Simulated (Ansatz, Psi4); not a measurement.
Intermolecular potential of H4BN ··· CH4O (SMILES BN and CO). Monomers: optimised at B3LYP-D3(BJ) (def2-TZVP), held rigid. Orientation: lowest of the rigid-body minima from ten starts at GFN2-xTB. The monomers approach along the line of their centres of mass (distance R); nothing else relaxes.

Levels of theory: SAPT0/jun-cc-pVDZ, frozen core (Psi4); PBE0/def2-TZVP, counterpoise-corrected (Psi4); PBE/def2-TZVP, counterpoise-corrected (Psi4); MP2/aug-cc-pVTZ = DF-MP2/aug-cc-pVTZ, frozen core, counterpoise-corrected in Psi4; wB97M-V/def2-TZVP, counterpoise-corrected (Psi4); CCSD(T)/aug-cc-pVDZ = CCSD(T) on RHF/aug-cc-pVDZ, frozen core, counterpoise-corrected (Ansatz, a program for electronic structure).

Cost and agreement with CCSD(T)/aug-cc-pVDZ over the 11 points of the scan, with CCSD(T)/aug-cc-pVDZ as yardstick. Costs are rough ratios of core time within Psi4 on shared cores, each with its mean field (Kohn-Sham runs search longer for lower solutions than correlated ones do); the miss is the largest difference from CCSD(T) of the interaction energy, in kJ/mol.

Problem. Which of them comes closest to CCSD(T)/aug-cc-pVDZ within 30 times the cost of the cheapest?

Solution. PBE/def2-TZVP, 2.59 kJ/mol off at most.

| level | relative cost | largest difference |
|---|---|---|
| SAPT0/jun-cc-pVDZ | 1 | 3.41 |
| PBE0/def2-TZVP | 6 | 2.77 |
| PBE/def2-TZVP | 7 | 2.59 |
| MP2/aug-cc-pVTZ | 8 | 6.03 |
| wB97M-V/def2-TZVP | 100 | 4.87 |

Costs within a factor of two of each other count as equal.
